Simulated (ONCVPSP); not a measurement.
# An all-electron radial function and its pseudo partner (Cu (Z = 29))

Columns: radius, all-electron u(r) and pseudo u(r) of the 3d shell (level -5.04 eV) of copper in the configuration [Ne] 3s2 3p6 3d10 4s1; PBE, scalar-relativistic, ONCV scheme, ONCVPSP 4.0.1.

| r (bohr) | all-electron | pseudo |
| --- | --- | --- |
| 0.053 | 0.0232 | 0.0049 |
| 0.105 | 0.1148 | 0.0362 |
| 0.158 | 0.2583 | 0.1148 |
| 0.210 | 0.4151 | 0.2427 |
| 0.262 | 0.5639 | 0.4087 |
| 0.315 | 0.6942 | 0.5920 |
| 0.368 | 0.7978 | 0.7628 |
| 0.420 | 0.8736 | 0.8983 |
| 0.473 | 0.9262 | 0.9905 |
| 0.525 | 0.9568 | 1.0313 |
| 0.578 | 0.9706 | 1.0297 |
| 0.630 | 0.9704 | 1.0027 |
| 0.683 | 0.9598 | 0.9701 |
| 0.735 | 0.9418 | 0.9430 |
| 0.788 | 0.9180 | 0.9179 |
| 0.840 | 0.8910 | 0.8909 |
| 0.893 | 0.8613 | 0.8611 |
| 0.945 | 0.8307 | 0.8306 |
| 0.998 | 0.7991 | 0.7990 |
| 1.050 | 0.7680 | 0.7679 |
| 1.102 | 0.7374 | 0.7373 |
| 1.155 | 0.7068 | 0.7067 |
| 1.208 | 0.6771 | 0.6770 |
| 1.260 | 0.6489 | 0.6488 |
| 1.313 | 0.6213 | 0.6212 |
| 1.365 | 0.5953 | 0.5952 |

Question: How many radial nodes do the two functions have?

Answer: The all-electron 3d function has n − l − 1 = 0; the pseudo-wave has 0.

Question: At about which radius was the pseudo-wave matched?

Answer: 0.80 bohr, where the columns begin to agree (steps of 0.05 bohr).

Question: Is the pseudo-wave norm-conserving?

Answer: Yes: the ONCV scheme keeps the norm inside the radius equal to the all-electron one, which fixes the energy derivative of the logarithmic derivative at the level.
